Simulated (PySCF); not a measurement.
F4Hf, SMILES [F][Hf]([F])([F])[F] (connectivity only; charge and spin as stated), charge -1, multiplicity 2. Geometry optimised at PBE-D3(BJ)/def2-SVPD. The spin state was assumed, not searched. The isomer is the one that the SMILES or the coordinates give; other isomers of the formula were not compared. The def2 effective core potentials stand for the cores of Hf; spin–orbit coupling is left out.

Level of theory: PBE-D3(BJ)/def2-SVPD in PySCF.

Harmonic wavenumbers (cm⁻¹): 85, 111, 138, 138, 194, 519, 519, 520, 552. Rotational constants (GHz): 3.086, 3.086, 1.826; symmetry number 4.

**Question.** Work out the zero-point energy and the ideal-gas rigid-rotor harmonic-oscillator thermochemistry at 298.15 K and 1 atm.

**Answer.** ZPE = ½ Σ hcν = ½ × 2779 cm⁻¹ = 3.97 kcal/mol. H − E(el) = 8.97 kcal/mol. Entropy in cal/(mol K): translation 42.50, rotation 24.56, vibration 17.21, spin 1.38, total 85.65. G − E(el) = -16.57 kcal/mol. Cp = 22.28 cal/(mol K). Modes under 150 cm⁻¹ make the vibrational entropy uncertain.
